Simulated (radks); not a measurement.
Results of a calculation; reference values are marked as such.
Spherical quantum dot in the effective-mass picture: electrons in a well V = -V0 / (1 + exp((r - R)/a)) with V0 = 16.4, R = 4.32, a = 0.42, all in effective atomic units (hartree* = m*/eps^2 hartree, bohr* = eps/m* bohr), one dielectric constant everywhere. Level of theory: non-relativistic Kohn-Sham, LDA (Slater exchange, Perdew-Wang correlation), spin-polarised, spherical densities (a radial shooting solver with Libxc functionals). Levels are named by radial order and angular momentum (1s, 1p, 1d, 2s, ...), and open shells are averaged over m. Results are scaled to m* = 0.129 and eps = 13.8, for which hartree* = 18.43 meV and bohr* = 5.661 nm. Each electron was tried in the lowest free levels, single moves between levels near the top were tried too, and the lowest total energy was kept; such a search can miss a lower state. At N = 1 the Hartree and exchange-correlation terms need not cancel, so that row can carry a self-interaction error.

N        open shells  2S   E (meV)  mu = E(N) - E(N-1) (meV)  addition energy mu(N+1) - mu(N) (meV)  e(HOMO) (meV)  rms radius (nm)
1   1s(up 1, down 0)   1  -293.584                   -293.58                                  8.349        -290.28            10.56
2               none   0  -578.818                   -285.23                                  13.40        -281.90            11.11
3   1p(up 1, down 0)   1  -850.654                   -271.84                                  6.342        -268.70            11.98
4   1p(up 2, down 0)   2  -1116.15                   -265.49                                  6.440        -262.28            12.48
5   1p(up 3, down 0)   3  -1375.20                   -259.05                                  8.034        -255.83            12.85
6   1p(up 3, down 1)   2  -1626.22                   -251.02                                  6.088        -248.00            13.15
7   1p(up 3, down 2)   1  -1871.15                   -244.93                                  6.162        -241.86            13.40
8               none   0  -2109.92                   -238.77                                  13.40        -235.68            13.62
9   1d(up 1, down 0)   1  -2335.30                   -225.37                                  5.856        -222.45            13.89
10  1d(up 2, down 0)   2  -2554.81                   -219.52                                  5.861        -216.59            14.12
11  1d(up 3, down 0)   3  -2768.47                   -213.66                                  5.854        -210.73            14.32
12  1d(up 4, down 0)   4  -2976.27                   -207.80                                  5.841        -204.88            14.50
13  1d(up 5, down 0)   5  -3178.24                   -201.96                                  7.281        -199.05            14.66
14  1d(up 5, down 1)   4  -3372.92                   -194.68                                  5.664        -191.85            14.81
15  1d(up 5, down 2)   3  -3561.93                   -189.02                                  5.672        -186.18            14.95
16  1d(up 5, down 3)   2  -3745.28                   -183.34                                  5.671        -180.51            15.07
17  1d(up 5, down 4)   1  -3922.95                   -177.67                                  5.663        -174.84            15.19
18              none   0  -4094.96                   -172.01                                  13.68        -169.18            15.30
19  1f(up 1, down 0)   1  -4253.29                   -158.33                                  5.482        -155.58            15.43
20  1f(up 2, down 0)   2  -4406.13                   -152.84                                  5.476        -150.10            15.55
21  1f(up 3, down 0)   3  -4553.50                   -147.37                                  5.468        -144.63            15.67
22  1f(up 4, down 0)   4  -4695.40                   -141.90                                  5.458        -139.17            15.77
23  1f(up 5, down 0)   5  -4831.84                   -136.44                                  5.448        -133.72            15.87
24  1f(up 6, down 0)   6  -4962.83                   -130.99                                  5.436        -128.27            15.97
25  1f(up 7, down 0)   7  -5088.39                   -125.56                                  6.757        -122.84            16.06
26  1f(up 7, down 1)   6  -5207.19                   -118.80                                  5.339        -116.13            16.15
27  1f(up 7, down 2)   5  -5320.65                   -113.46                                  5.335        -110.79            16.23
28  1f(up 7, down 3)   4  -5428.78                   -108.13                                  5.330        -105.46            16.31
29  1f(up 7, down 4)   3  -5531.57                   -102.80                                      -        -100.13            16.39

All shells are closed at N = 2, 8, 18 (there: 1s2 1p6 1d10); the second difference of the energy has clear peaks (12 % above both neighbours; the first and last values, which can be the largest, are not judged, and half-filled shells can peak too) at N = 2, 5, 8, 13, 18, 25.
